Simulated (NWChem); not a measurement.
System meant: GaIF$_{2}$; SMILES [F][Ga]([F])[I]

Input file for NWChem:

```
start job
memory heap 200 mb stack 900 mb global 1100 mb
geometry units angstroms noautoz
  Ga     0.000000     0.000000     1.108556
  F      0.000000    -1.466082     2.039826
  F      0.000000     1.466082     2.039826
  I      0.000000     0.000000    -1.329650
end
basis spherical
  * library def2-svp
end
dft
  xc xpbe96 cpbe96
  iterations 150
  mulliken
end
task dft energy
```

End of the output:

```
             Grid Information
             ----------------
          Grid used for XC integration:  medium
          Radial quadrature: Mura-Knowles
          Angular quadrature: Lebedev.
          Tag              B.-S. Rad. Rad. Pts. Rad. Cut. Ang. Pts.
          ---              ---------- --------- --------- ---------
          Ga                  1.30      112           9.0       590
          F                   0.50       49          10.0       434
          I                   1.40      123          10.0       590
          Grid pruning is: on
          Number of quadrature shells:   284
          Spatial weights used:  Erf1

          Convergence Information
          -----------------------
          Convergence aids based upon iterative change in
          total energy or number of iterations.
          Levelshifting, if invoked, occurs when the
          HOMO/LUMO gap drops below (HL_TOL):  1.00D-02
          DIIS, if invoked, will attempt to extrapolate
          using up to (NFOCK): 10 stored Fock matrices.

                    Damping( 0%)  Levelshifting(0.5)       DIIS
                  --------------- ------------------- ---------------
          dE  on:    start            ASAP                start
          dE off:    2 iters        150 iters           150 iters

      Screening Tolerance Information
      -------------------------------
          Density screening/tol_rho:  1.00D-10
          AO Gaussian exp screening on grid/accAOfunc:  14
          CD Gaussian exp screening on grid/accCDfunc:  20
          XC Gaussian exp screening on grid/accXCfunc:  20
          Schwarz screening/accCoul:  1.00D-08

      Superposition of Atomic Density Guess
      -------------------------------------

      charge =      53.0 I (Iodine)

      symmetry species            s     p     d     f
      number of basis functions =10     7     6
      number of cont. functions = 4     4     2
      number of closed shells   = 5     3     2
      number of open shells     = 0     1     0
      open shell occupation     = 0     5     0
 ------------------------------------------------------------------------
 atomscf:atomd: error in atom scf                   0
 ------------------------------------------------------------------------
 ------------------------------------------------------------------------
  current input line :
    17: task dft energy
 ------------------------------------------------------------------------
 ------------------------------------------------------------------------
 This error has not yet been assigned to a category
 ------------------------------------------------------------------------
 For more information see the NWChem manual at https://nwchemgit.github.io

0:atomscf:atomd: error in atom scf:Received an Error in Communication
```

### Question
Find the fault in this run and fix the input.

### Answer
The run crashed. Cause: the def2 basis of a heavy element holds valence functions alone and wants its effective core potential (without it all electrons must fit into that basis). This input runs:
```
start job
memory heap 200 mb stack 900 mb global 1100 mb
geometry units angstroms noautoz
  Ga     0.000000     0.000000     1.108556
  F      0.000000    -1.466082     2.039826
  F      0.000000     1.466082     2.039826
  I      0.000000     0.000000    -1.329650
end
basis spherical
  * library def2-svp
end
ecp
  I library def2-ecp
end
dft
  xc xpbe96 cpbe96
  iterations 150
  mulliken
end
task dft energy
```
It converges to -2421.47760 Ha (PBE/def2-SVP with def2 effective core potentials on I).
